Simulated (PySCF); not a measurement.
What settings do to a single point of WF4

The sound run of WF4 (singlet) uses PySCF 2.14.0, RKS PBE0, W def2-SVP with ECP60, F def2-SVP; non-relativistic Hamiltonian with scalar-relativistic core potentials where named; density fitting; no spin-orbit coupling, grid (50, 194), threshold 1e-8 Eh and 55 cycles, at the relaxed geometry:

```xyz
5

W     0.0000    0.0000    0.0000
F     1.7980    0.0000    0.3536
F     0.0000    1.7980   -0.3536
F    -1.7980    0.0000    0.3536
F     0.0000   -1.7980   -0.3536
```

There W1 has a Mulliken charge of 1.21 e and the dipole about the centre of mass is 0.00 D. Each run below changes one thing and starts from free metal ions and neutral atoms unless it says otherwise; with 55 cycles, smearing, a level shift and second-order steps follow where DIIS fails, and their cycles count. Energy shifts count from the sound run.

| change | outcome | cycles | energy shift (eV) | largest force component (eV/Å) | charge on W1 (e) | dipole about the centre of mass (D) |
| --- | --- | --- | --- | --- | --- | --- |
| grid (15, 26) | converged | 8 | 0.91 | 0.57 | 1.13 | 0.00 |
| spin (2S) set to 12, limit 81 cycles | converged | 50 | 51.11 | 13.73 | -1.90 | 0.11 |
| start from a density of up to 30 smeared cycles (not counted) | converged | 7 | 0.0000 | 0.00 | 1.21 | 0.00 |

(1) How does the run with this change end: threshold 1e-05?

Unsound on purpose, so not properties of the compound: grid (15, 26); spin (2S) set to 12, limit 81 cycles.

Forces carry noise of the integration grid, about 0.01 to 0.03 eV/Å.

Results:

(1) outcome converged, cycles 6, energy shift (eV) 0.0000, largest force component (eV/Å) 0.00, charge on W1 (e) 1.21, dipole about the centre of mass (D) 0.00.
